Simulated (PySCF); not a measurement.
C2H9NSi. Atoms are numbered in the order given.

```xyz
13

Si     0.7072    -0.4203     0.4599
N      1.5093     0.7870    -0.5044
C     -1.0343    -0.6897    -0.1993
C     -1.8804     0.5868    -0.2427
H      1.5311    -1.6628     0.3459
H      0.5907    -0.0856     1.9250
H      1.1631     1.7426    -0.4780
H      2.5254     0.8015    -0.4978
H     -0.9520    -1.1274    -1.2104
H     -1.5251    -1.4554     0.4294
H     -1.9855     1.0411     0.7572
H     -2.8974     0.3947    -0.6220
H     -1.4276     1.3435    -0.9052
```

Geometry: r2SCAN-D4/def2-SVP. Other conformers were not sampled.

Calculation: PBE/def2-TZVP in PySCF.

**Question.** Estimate the frontier levels, gap, dipole moment and polarisability. (An estimate is asked for; the answer gives what the named calculation found.)

**Answer.** 
```yaml
highest_occupied_level: -5.84 eV
lowest_empty_level: -0.25 eV
orbital_gap: 5.59 eV
dipole_moment: 0.93 D
quadrupole, principal values (traceless, Buckingham form, about the centre of nuclear charge): -5.24, -0.80, 6.04 D·Å
mean_static_polarisability: 61.4 bohr³ (9.10 Å³)
polarisability_principal_values: 55.6, 60.2, 68.4 bohr³
```
